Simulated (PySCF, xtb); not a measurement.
Mg(SH)(SiH3) (H4MgSSi), SMILES [SiH3][Mg][SH].

xtb with GFN2-xTB at its own geometry gives an orbital gap of 2.52 eV and a dipole moment of 4.76 D.

Coordinates come from a PBE-D3(BJ)/def2-TZVP optimisation. The values are those of a single conformer.

Task: What does PBE/def2-TZVPD in PySCF give? (An estimate is asked for; the answer gives what the named calculation found.)

Result: gap 4.04 eV (levels -5.94 and -1.90 eV), dipole 0.98 D.
